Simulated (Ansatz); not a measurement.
Ansatz (a quantum-chemistry and plane-wave program) input (X2C-CCSD(T)/cc-pVTZ-DK):

Ansatz 0.2 input:
```yaml
crystal:
  periodic: [false, false, false]
  atoms:
    - {symbol: B, position_ang: [0.05168130, -0.00048357, 0.02864245]}
    - {symbol: F, position_ang: [0.04936520, -0.05789174, 1.37502828]}
    - {symbol: C, position_ang: [1.42255449, 0.04837488, -0.65913642]}
    - {symbol: C, position_ang: [-1.33619577, 0.01055262, -0.69477844]}
    - {symbol: H, position_ang: [1.53666875, 0.09589565, -1.73608864]}
    - {symbol: H, position_ang: [2.35243312, 0.03780693, -0.09996896]}
    - {symbol: H, position_ang: [-1.93422128, 0.86139863, -0.35153457]}
    - {symbol: H, position_ang: [-1.90934415, -0.88308110, -0.42587416]}
    - {symbol: H, position_ang: [-1.26638207, 0.05785843, -1.78151123]}
basis:
  gaussian:
    orbitals: cc-pVTZ-DK
magnetization: {spin_polarized: true, initial_magnetization: 1}
correlation: {method: ccsd_t, electrons: outside_noble_gas}
```

Output:

```
Functional definition: HF
integrals: 1.16 GiB planned
1089 factors; integrals over basis functions are off by at most 1.4e-3 eV
mean field: 0.72 GiB planned
mean field evaluation 1: about -5521.4022 eV, gradient 2.4e1 eV
mean field evaluation 2: about -5521.4030 eV, gradient 2.4e1 eV
mean field evaluation 4: about -5524.1189 eV, gradient 2.7e0 eV
mean field evaluation 8: about -5524.1698 eV, gradient 1.4e-1 eV
mean field evaluation 16: about -5524.1637 eV, gradient 8.4e-1 eV
mean field -5524.17023977 eV, -203.0095118946 hartree, gradient 3.0e-6 eV, S^2 0.758573; 0 other end points of the search recorded, 0 dependent functions left out
4 core orbitals not correlated
reference -5524.17023977 eV, -203.0095118946 hartree; 12, 11 occupied and 174, 175 virtual orbitals, 1089 factors
second order -18.12342439 eV of doubles, -0.00000000 eV of singles
coupled cluster: 3.50 GiB planned
cycle   1  -18.61994007 eV  change   -5.0e-1 eV  update   8.4e-2
cycle   2  -19.00277483 eV  change   -3.8e-1 eV  update   2.5e-2
cycle   3  -19.10196731 eV  change   -9.9e-2 eV  update   1.4e-2
cycle   4  -19.09746053 eV  change    4.5e-3 eV  update   4.1e-3
cycle   5  -19.09575282 eV  change    1.7e-3 eV  update   2.0e-3
cycle   6  -19.09644742 eV  change   -6.9e-4 eV  update   6.6e-4
cycle   7  -19.09636258 eV  change    8.5e-5 eV  update   3.0e-4
cycle   8  -19.09635519 eV  change    7.4e-6 eV  update   9.2e-5
cycle   9  -19.09639441 eV  change   -3.9e-5 eV  update   4.3e-5
cycle  10  -19.09637865 eV  change    1.6e-5 eV  update   1.4e-5
perturbative correction -0.64072961 eV, -0.0235463788 hartree
Total energy: -5543.90734803 eV, -203.7348372447 hartree
Relativity: scalar
```

It need not be the lowest isomer of its formula.
